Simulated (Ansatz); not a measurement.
Job for Ansatz (a program for electronic structure): R-PBE/def2-TZVPP on F3HOTi (SMILES [OH][Ti]([F])([F])[F]).

Ansatz 0.2 input:
```yaml
crystal:
  periodic: [false, false, false]
  atoms:
    - {symbol: O, position_ang: [1.25135775, -0.42414657, -0.28657703]}
    - {symbol: Ti, position_ang: [-0.43416674, 0.03494735, 0.01247632]}
    - {symbol: F, position_ang: [-0.70474183, 1.69484401, -0.51168111]}
    - {symbol: F, position_ang: [-1.49299891, -1.05953049, -0.87183041]}
    - {symbol: F, position_ang: [-0.78065992, -0.04898746, 1.73760966]}
    - {symbol: H, position_ang: [2.16130964, -0.19712683, -0.07989742]}
basis:
  gaussian:
    orbitals: def2-TZVPP
hamiltonian:
  xc: {name: PBE}
scf: {lower_state_search: off}
```

Output:

```
WARN ansatz: RAYON_NUM_THREADS=4 ignored (pool sized by the plan → 4); use --threads N
Functional definition: PBE
these checks for a lower state are left out or cut short: stability, starts, cluster_reference, orbital_swaps, neighbouring_geometries, increment
integrals: 0.12 GiB planned
1110 factors; their error is unknown
mean field: 0.82 GiB planned
mean field evaluation 1: about -33315.0799 eV, gradient 8.9e1 eV
mean field evaluation 2: about -33001.6734 eV, gradient 4.6e2 eV
mean field evaluation 4: about -33325.1314 eV, gradient 2.8e1 eV
mean field evaluation 8: about -33326.4402 eV, gradient 2.2e-1 eV
mean field evaluation 16: about -33326.4359 eV, gradient 5.0e-4 eV
mean field -33326.43589114 eV, -1224.7239295298 hartree, gradient 4.3e-6 eV, S^2 0.000000; 0 other end points of the search recorded, 0 dependent functions left out
reference -33326.43594627 eV, -1224.7239315557 hartree; 29, 29 occupied and 173, 173 virtual orbitals, 1110 factors
Total energy: -33326.43594627 eV, -1224.7239315557 hartree
Checks for a lower state left out: stability, starts, cluster_reference, orbital_swaps, neighbouring_geometries, increment
```

Self-consistency was reached.

Cost: very roughly 3 core-seconds.
